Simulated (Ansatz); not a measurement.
A calculation with Ansatz (development build ahead of 0.2.0).

```yaml
crystal:
  periodic: [false, false, false]
  atoms:
    - { symbol: Ge, position_ang: [0.0, 0.0, 0.0] }
    - { symbol: H, position_ang: [0.88748, 0.88748, 0.88748] }
    - { symbol: H, position_ang: [0.88748, -0.88748, -0.88748] }
    - { symbol: H, position_ang: [-0.88748, 0.88748, -0.88748] }
    - { symbol: H, position_ang: [-0.88748, -0.88748, 0.88748] }
basis:
  gaussian: { orbitals: def2-TZVP }
hamiltonian:
  xc: hf
correlation:
  method: mp2
  frozen_orbitals: { Ge: 9, H: 0 }
```

The input is written out in the form of the current development build from the run's settings.

Results

```yaml
Converged: yes
Reference_energy: -2077.67819 hartree
Correlation_energy: -0.26549 hartree
Total_energy: -2077.94369 hartree
Spin_squared_of_the_determinant: 0.000
```
